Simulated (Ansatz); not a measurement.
Consider the formal exchange of groups at the Si–Br bond: `Cl[SiH](Br)Br` + SiH₄ → `[SiH3][SiH](Cl)Br` + HBr.

Gas-phase electronic energies from Ansatz, PBE0-D4/def2-TZVP geometries. CBS: MP2 limit from def2 TZ/QZ plus the TZ coupled-cluster correction, frozen cores. This one scheme is used for every species. DFT in def2-TZVPP. B3LYP here is the variant with VWN-RPA as its local correlation; programs differ in this. For Br outer-core shells are correlated without core-valence functions, which leaves a few kJ/mol of doubt a bond. Scalar relativity is left out up to krypton.

Problem. Is it downhill or uphill in electronic energy at CCSD(T)/CBS, and by how much? (Estimate.)

Solution. The calculation gave: Uphill: ΔE = +90.2 kJ/mol.

Problem. What do these levels give: BLYP, r2SCAN, B3LYP, r2SCAN0, HF/def2-SVP, MP2/def2-QZVPP? (Best estimate.)

Solution. The calculation gave: BLYP 83.1, r2SCAN 87.5, B3LYP 86.4, r2SCAN0 89.3, HF/def2-SVP 92.9, MP2/def2-QZVPP 100.2 kJ/mol.

Largest T1 diagnostic among the species: 0.011.

At CCSD(T), def2-SVP lies −6.6 kJ/mol from the extrapolated value and def2-TZVPP −3.8 kJ/mol. From PBE to PBE0 (25 % exact exchange), in def2-TZVPP and without D4, ΔE moves by +4.4 kJ/mol. Leaving LDA and LC-ωPBE aside and taking each functional with its dispersion term where it has one, the values, not all of them listed here, spread over 16.5 kJ/mol, from PBE-D4 to ωB97M-V.
